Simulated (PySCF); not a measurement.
## Orbital levels and atomic charges

System: [C22H16N]+ (charged doped PAH), SMILES C[n+]1cc2ccccc2c2c3c(ccc4ccccc43)ccc21.

Cartesian coordinates (Å):
```
  1 C     4.058   -1.679   -0.613
  2 N     2.967   -0.780   -0.301
  3 C     3.217    0.316    0.389
  4 C     2.249    1.303    0.598
  5 C     2.597    2.559    1.146
  6 C     1.671    3.562    1.194
  7 C     0.388    3.354    0.664
  8 C     0.014    2.129    0.172
  9 C     0.913    1.048    0.181
 10 C     0.603   -0.266   -0.308
 11 C    -0.727   -0.744   -0.512
 12 C    -0.928   -1.745   -1.489
 13 C    -2.241   -2.063   -1.922
 14 C    -3.319   -1.470   -1.350
 15 C    -3.165   -0.637   -0.210
 16 C    -4.290   -0.189    0.505
 17 C    -4.146    0.499    1.681
 18 C    -2.866    0.718    2.202
 19 C    -1.754    0.322    1.506
 20 C    -1.865   -0.308    0.252
 21 C     0.187   -2.431   -2.018
 22 C     1.451   -2.182   -1.570
 23 C     1.687   -1.086   -0.715
 24 H     3.829   -2.691   -0.278
 25 H     4.965   -1.345   -0.114
 26 H     4.242   -1.693   -1.688
 27 H     4.226    0.471    0.742
 28 H     3.609    2.717    1.484
 29 H     1.929    4.526    1.602
 30 H    -0.313    4.174    0.642
 31 H    -0.971    1.997   -0.244
 32 H    -2.357   -2.779   -2.721
 33 H    -4.318   -1.676   -1.704
 34 H    -5.271   -0.427    0.122
 35 H    -5.012    0.841    2.226
 36 H    -2.756    1.193    3.165
 37 H    -0.779    0.470    1.944
 38 H     0.016   -3.208   -2.746
 39 H     2.263   -2.798   -1.916
```

Method: PBE0/6-31G*, gas phase, PySCF, fitting set def2-universal-JFIT up to Ne and JKFIT beyond, grid level 1.

Task: Give the orbital energies near the gap.

Result: 
```json
{"orbital": "HOMO-4", "eV": "-11.38"}
{"orbital": "HOMO-3", "eV": "-10.88"}
{"orbital": "HOMO-2", "eV": "-10.27"}
{"orbital": "HOMO-1", "eV": "-9.42"}
{"orbital": "HOMO", "eV": "-9.17"}
{"orbital": "LUMO", "eV": "-5.83"}
{"orbital": "LUMO+1", "eV": "-4.98"}
{"orbital": "LUMO+2", "eV": "-4.10"}
{"orbital": "LUMO+3", "eV": "-3.30"}
```

Task: Give the partial charges of the non-hydrogen atoms.

Result: 
```tsv
atom	Mulliken	IAO	Hirshfeld
C1	-0.44	-0.32	-0.02
N2	-0.49	0.01	0.05
C3	0.07	0.03	0.07
C4	0.01	-0.02	0.00
C5	-0.20	-0.12	-0.02
C6	-0.16	-0.13	-0.02
C7	-0.16	-0.10	0.00
C8	-0.19	-0.13	-0.02
C9	0.11	0.03	0.03
C10	-0.05	0.00	0.01
C11	-0.01	0.00	0.01
C12	0.11	0.01	0.01
C13	-0.22	-0.15	-0.04
C14	-0.19	-0.11	-0.02
C15	0.09	0.01	0.01
C16	-0.21	-0.14	-0.03
C17	-0.16	-0.13	-0.03
C18	-0.17	-0.13	-0.03
C19	-0.21	-0.15	-0.04
C20	0.02	-0.01	0.00
C21	-0.20	-0.10	-0.01
C22	-0.20	-0.18	-0.05
C23	0.33	0.09	0.06
```
